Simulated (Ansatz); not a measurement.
Consider the ligand exchange at the Si–C bond: `[SiH3]/C=C/Cl` + `CC(C)=N` → `CC(C)=N[SiH3]` + `C=CCl`.

Calculated with Ansatz (gas phase, PBE0-D4/def2-TZVP geometries, no zero-point term in ΔE). CBS: MP2 limit from def2 TZ/QZ plus the TZ coupled-cluster correction, frozen cores. This one scheme is used for every species. Functionals use def2-TZVPP. B3LYP here is the variant with VWN-RPA as its local correlation; programs differ in this. One conformer a species, not always the lowest.

```
             level  ΔE (kcal/mol)  difference from CCSD(T)/CBS
            PBE-D4           -4.4                          0.7
         r2SCAN-D4           -5.4                         -0.3
           PBE0-D4           -4.6                          0.5
          B3LYP-D4           -6.0                         -0.9
           ωB97X-V           -5.3                         -0.2
           ωB97M-V           -5.5                         -0.4
            B2PLYP           -5.3                         -0.2
               PBE           -3.8                          1.3
            r2SCAN           -5.2                         -0.1
              PBE0           -4.2                          0.9
             B3LYP           -5.2                         -0.1
     HF/def2-TZVPP           -6.4                         -1.3
    MP2/def2-TZVPP           -5.2                         -0.1
SCS-MP2/def2-TZVPP           -5.2                         -0.1
   CCSD/def2-TZVPP           -4.8                          0.3
CCSD(T)/def2-TZVPP           -4.7                          0.4
     HF/def2-QZVPP           -6.5                         -1.4
    MP2/def2-QZVPP           -5.4                         -0.3
SCS-MP2/def2-QZVPP           -5.4                         -0.3
      HF/CBS(def2)           -6.5                         -1.4
     MP2/CBS(def2)           -5.5                         -0.4
    CCSD/CBS(def2)           -5.2                         -0.1
       CCSD(T)/CBS           -5.1                            0
```

Largest T1 diagnostic among the species: 0.012.

The D4 term adds −0.8 kcal/mol with B3LYP and −0.5 kcal/mol with PBE0; it sums over pairs of atoms, weighted by their polarisabilities, and B3LYP, whose exchange is more repulsive, gets the larger term. In def2-TZVPP, CCSD(T) changes the Hartree–Fock value by +1.6 kcal/mol (the triples alone add +0.1 kcal/mol) and MP2 by +1.2 kcal/mol.
